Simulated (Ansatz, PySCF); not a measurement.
PySCF was given this input:
```python
from pyscf import gto, scf, dft

mol = gto.Mole()
mol.atom = '''
    Pb    0.01144871   -0.01642557    0.68658980
    Cl    0.85286476    1.01583236   -1.64722030
    Cl   -0.90808794   -0.93660315   -1.66456578
'''
mol.basis = 'def2-svp'
mol.ecp = {'Pb': 'def2-svp'}
mol.spin = 2
mol.verbose = 4
mol.build()

mf = dft.UKS(mol)
mf.xc = 'pbe0'
mf.grids.atom_grid = (99, 590)
mf.grids.prune = None
mf.kernel()
```

**Question.** Convert this to an input for Ansatz (a quantum-chemistry and plane-wave program).

**Answer.** One answer among several that fit: 
Ansatz 0.2 input:
```yaml
crystal:
  periodic: [false, false, false]
  atoms:
    - {symbol: Pb, position_ang: [0.01144871, -0.01642557, 0.68658980]}
    - {symbol: Cl, position_ang: [0.85286476, 1.01583236, -1.64722030]}
    - {symbol: Cl, position_ang: [-0.90808794, -0.93660315, -1.66456578]}
basis:
  gaussian:
    orbitals: def2-SVP
hamiltonian:
  xc: pbe0
magnetization: {spin_polarized: true, initial_magnetization: 2}
accuracy: high
```

Both were run: PySCF gave -1112.686298 Eh and Ansatz -1112.686297 Eh, 0.001 mEh apart.
